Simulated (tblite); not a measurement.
Species: C6H11FS2Si.
SMILES with atom numbers: `[CH3:1]/[C:2]([F:3])=[C:4](\[CH3:5])[SiH:6]1[S:7][CH2:8][CH2:9][S:10]1` (hydrogens: H11, H12, H13 on C1; H14, H15, H16 on C5; H17 on Si6; H18, H19 on C8; H20, H21 on C9)

A start from a force field or distance geometry was refined with GFN2-xTB geometry optimisation, gas phase (tblite 0.8.0). Values at the start:

| coordinate | start |
| --- | --- |
| C1–C2 | 1.505 Å |
| C1–H11 | 1.093 Å |
| C2–F3 | 1.371 Å |
| C2=C4 | 1.347 Å |
| C4–C5 | 1.490 Å |
| C4–Si6 | 1.863 Å |
| C5–H14 | 1.104 Å |
| Si6–S7 | 2.148 Å |
| Si6–H17 | 1.486 Å |
| S7–C8 | 1.818 Å |
| C8–C9 | 1.536 Å |
| C8–H18 | 1.095 Å |
| C8–H19 | 1.092 Å |
| C1–C2–F3 | 114.3° |
| C1–C2–C4 | 126.7° |
| C2–C4–Si6 | 120.3° |
| F3–C2–C4 | 118.9° |
| C4–Si6–S7 | 110.2° |
| C5–C4–Si6 | 115.9° |
| Si6–S7–C8 | 97.8° |
| Si6–S10–C9 | 97.5° |
| C2–C4–Si6–S7 | 139° |
| C4–Si6–S7–C8 | 105° |
| C4–Si6–S10–C9 | -129° |
| C8–C9–S10–Si6 | 41° |

Problem. How do these coordinates change at the GFN2-xTB level?

Solution. 
```json
{"coordinate": "Si6–H17", "GFN2-xTB (Å or °)": "1.453", "change": "-0.033"}
{"coordinate": "C8–C9", "GFN2-xTB (Å or °)": "1.510", "change": "-0.026"}
{"coordinate": "C2=C4", "GFN2-xTB (Å or °)": "1.327", "change": "-0.020"}
{"coordinate": "C5–H14", "GFN2-xTB (Å or °)": "1.085", "change": "-0.019"}
{"coordinate": "C4–Si6", "GFN2-xTB (Å or °)": "1.880", "change": "+0.017"}
{"coordinate": "C1–C2", "GFN2-xTB (Å or °)": "1.491", "change": "-0.014"}
{"coordinate": "Si6–S7", "GFN2-xTB (Å or °)": "2.159", "change": "+0.011"}
{"coordinate": "C4–C5", "GFN2-xTB (Å or °)": "1.500", "change": "+0.010"}
{"coordinate": "S7–C8", "GFN2-xTB (Å or °)": "1.826", "change": "+0.008"}
{"coordinate": "C2–F3", "GFN2-xTB (Å or °)": "1.363", "change": "-0.008"}
{"coordinate": "C1–H11", "GFN2-xTB (Å or °)": "1.086", "change": "-0.007"}
{"coordinate": "C8–H18", "GFN2-xTB (Å or °)": "1.090", "change": "-0.005"}
{"coordinate": "C8–H19", "GFN2-xTB (Å or °)": "1.090", "change": "-0.002"}
{"coordinate": "Si6–S10–C9", "GFN2-xTB (Å or °)": "93.8", "change": "-3.7"}
{"coordinate": "C1–C2–C4", "GFN2-xTB (Å or °)": "130.0", "change": "+3.3"}
{"coordinate": "C1–C2–F3", "GFN2-xTB (Å or °)": "112.0", "change": "-2.3"}
{"coordinate": "Si6–S7–C8", "GFN2-xTB (Å or °)": "96.0", "change": "-1.8"}
{"coordinate": "C5–C4–Si6", "GFN2-xTB (Å or °)": "117.7", "change": "+1.8"}
{"coordinate": "C4–Si6–S7", "GFN2-xTB (Å or °)": "111.2", "change": "+1.0"}
{"coordinate": "C2–C4–Si6", "GFN2-xTB (Å or °)": "119.3", "change": "-1.0"}
{"coordinate": "F3–C2–C4", "GFN2-xTB (Å or °)": "118.0", "change": "-0.9"}
{"coordinate": "C4–Si6–S10–C9", "GFN2-xTB (Å or °)": "-138", "change": "-9"}
{"coordinate": "C8–C9–S10–Si6", "GFN2-xTB (Å or °)": "49", "change": "+8"}
{"coordinate": "C2–C4–Si6–S7", "GFN2-xTB (Å or °)": "131", "change": "-8"}
{"coordinate": "C4–Si6–S7–C8", "GFN2-xTB (Å or °)": "112", "change": "+7"}
```

The energy falls by 2.8 kcal/mol over 67 L-BFGS steps, the largest force on an atom goes from 1.19 to 0.009 eV/Å, and the atoms move by 0.184 Å rms after alignment. The bond that changes most is Si6–H17 (SiH silicon to Si–H hydrogen), which shortens by 0.033 Å. Bonds longer at the end by more than 0.005 Å: 5 of 21; shorter: 12. Among the dihedrals that turn most is Si6–C4–C5–H16, from 76° to 65°. Rotational constants go from 1535, 507.8, 471.8 to 1545, 502.1, 470.6 MHz.

On Arm Neoverse V2, one thread, no GPU (shared host), this took 0.68 s.

GFN2-xTB frequencies show an imaginary mode (28i cm⁻¹), so the point is no minimum at that level. 3 starts were optimised and ended at 0.00, 1.25 and 1.29 kcal/mol (GFN2-xTB); the lowest of these is shown.

These are computed values.
